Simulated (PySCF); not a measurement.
H₂Cl₃FOSi₂ (SMILES F[SiH2]O[Si](Cl)(Cl)Cl), singlet, at a GFN2-xTB geometry, atoms displaced at random by about 0.03 Å a coordinate; PBE/STO-3G, gradient run with PySCF.

Input for PySCF:
```python
from pyscf import gto, scf, dft

mol = gto.M(
    atom='''
Si    2.250508   -0.732371    1.015517
F     3.078162    0.519043    0.498413
O     0.717764   -0.504083    0.405165
Si   -0.684655    0.000590   -0.181349
Cl   -1.698980   -1.574424   -0.825637
Cl   -1.651005    0.994451    1.248070
Cl   -0.224619    1.242610   -1.762918
H     2.043694   -0.546502    2.492132
H     2.732768   -1.934200    0.493815
''',
    basis='sto-3g',
    charge=0,
    spin=0,
    verbose=3,
)

mf = dft.RKS(mol)
mf.xc = 'pbe'
mf.conv_tol = 1e-4
mf.kernel()
g = mf.nuc_grad_method()
grad = g.kernel()
```

What the program printed (banner, timings and long lists left out):

```
converged SCF energy = -2110.69694962593
--------------- RKS gradients ---------------
         x                y                z
0 Si     0.0473638394    -0.0210829522    -0.0378967985
1 F    -0.0280825730    -0.0311463433     0.0155811676
2 O     0.0117087263     0.0071235430     0.0056962004
3 Si    -0.0860438743    -0.0013180382    -0.0052520943
4 Cl     0.0398566575     0.0520663170     0.0224900114
5 Cl     0.0361417574    -0.0323240485    -0.0423743974
6 Cl     0.0000234733    -0.0189637088     0.0229257939
7 H    -0.0077310509     0.0122282394     0.0110825332
8 H    -0.0133704752     0.0336697931     0.0076033442
----------------------------------------------
```
